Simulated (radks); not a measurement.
Initial-state core-level shifts of the samarium ion Sm3+ when its valence configuration changes from [Xe] 4f5. Calculated with a radial shooting solver on a logarithmic mesh with Libxc functionals: Dirac Kohn-Sham, PBEsol, spin-unpolarised, spherical densities, finite nucleus; open shells fill j = l - 1/2 first; Fermi nuclear charge, rms radius 5.0819 fm. Shifts are changes of the shell-averaged eigenvalues in eV (positive: less bound); the change of the density at the nucleus, which sets a Mossbauer isomer shift, is in e/bohr^3, on a base of 5.324e+05.

valence,3s,3p,3d,4p,density at nucleus
4f4.5 6p0.5,-6.722,-6.708,-6.665,-6.219,+19.14
4f4 6s1,-12.956,-12.928,-12.837,-11.835,+90.14
4f4 6s0.5 6p0.5,-13.413,-13.385,-13.295,-12.292,+65.08
4f3 5d2,-20.312,-20.248,-20.008,-17.777,+66.07
4f4 5d0.5 6p0.5,-11.719,-11.690,-11.588,-10.627,+35.28
4f4 5d1,-9.594,-9.565,-9.452,-8.527,+30.80
4f3 6s2,-27.523,-27.461,-27.269,-24.805,+198.37
4f3 5d1 6s1,-23.862,-23.799,-23.581,-21.245,+129.10
4f2 5d2 6s1,-35.722,-35.618,-35.262,-31.185,+171.67
